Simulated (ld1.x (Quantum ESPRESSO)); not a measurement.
## F: excitation energies, all-electron against TM

```json
{"Element": "F (Z = 9)", "Generator": "ld1.x (Quantum ESPRESSO) 7.5", "Type": "norm-conserving Troullier–Martins (Kleinman–Bylander form)", "Functional": "PBE", "Relativity": "scalar-relativistic", "Frozen core": "[He]", "Valence charge": "7", "Reference configuration": "2s2 2p3 (charge +2)", "Partial waves": "2p (bound): rc 1.40 bohr; 2s (bound): rc 0.55 bohr", "Local potential": "the s channel", "Core correction": "none"}
```

Energies are relative to the spin-unpolarised reference configuration 2s2 2p3; without spin polarisation the order of configurations can differ from experiment.

```json
{"valence configuration": "2s2 2p5", "charge": "0", "ΔE all-electron (eV)": "-57.775", "error AE − PS (meV)": "+148"}
{"valence configuration": "2s2 2p4", "charge": "+1", "ΔE all-electron (eV)": "-38.385", "error AE − PS (meV)": "+71"}
{"valence configuration": "2s2 2p2", "charge": "+3", "ΔE all-electron (eV)": "60.638", "error AE − PS (meV)": "+183"}
{"valence configuration": "2s2 2p1", "charge": "+4", "ΔE all-electron (eV)": "146.440", "error AE − PS (meV)": "+1090"}
{"valence configuration": "2s2 2p5.3", "charge": "-0.3", "ΔE all-electron (eV)": "-60.445", "error AE − PS (meV)": "+158"}
{"valence configuration": "2s1 2p6", "charge": "0", "ΔE all-electron (eV)": "-38.961", "error AE − PS (meV)": "+376"}
```

Problem. What are ΔE and the potential's error for 2s2 2p4.5?

Solution. ΔE = -50.232 eV all-electron; the error (AE − PS) is +117 meV.
